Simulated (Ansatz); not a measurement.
```yaml
crystal:
  periodic: [false, false, false]
  atoms:
    - {symbol: F, position_ang: [-0.936009, 1.265295, 0.861665]}
    - {symbol: C, position_ang: [-0.448809, 0.063282, 0.592558]}
    - {symbol: C, position_ang: [0.355960, -0.157166, -0.437403]}
    - {symbol: Cl, position_ang: [0.956509, -1.727503, -0.739711]}
    - {symbol: Br, position_ang: [0.876649, 1.204671, -1.602792]}
    - {symbol: H, position_ang: [-0.762201, -0.712679, 1.279483]}
basis:
  gaussian: {orbitals: aug-cc-pVDZ}
hamiltonian: {xc: {name: PBE-QIDH}}
charge: 1
```

```sh
$ ansatz run in.yaml --threads 4 --pin off --events-out ev --progress --plain --max-ram 10444MiB
```

It prints (some lines left out):

```
Error: YAML parse error: error: line 13 column 1: unknown field `charge`, expected one of crystal, accuracy, basis, kpoints, hamiltonian, magnetization, projection, total_charge, correlation, batch, efield, external_charges, scf, relax, neb, saddle, md, ramp, phonons, dielectric, real_time, elastic, magnetic_configurations, gw, evaluate, workflow, output, checkpoint, execution
11 |   gaussian: {orbitals: aug-cc-pVDZ}
12 | hamiltonian: {xc: {name: PBE-QIDH}}
13 | charge: 1
```

Q: Something in this input is off. What?

A: The input holds a key that doesn't belong there. The input was rejected before any iteration.
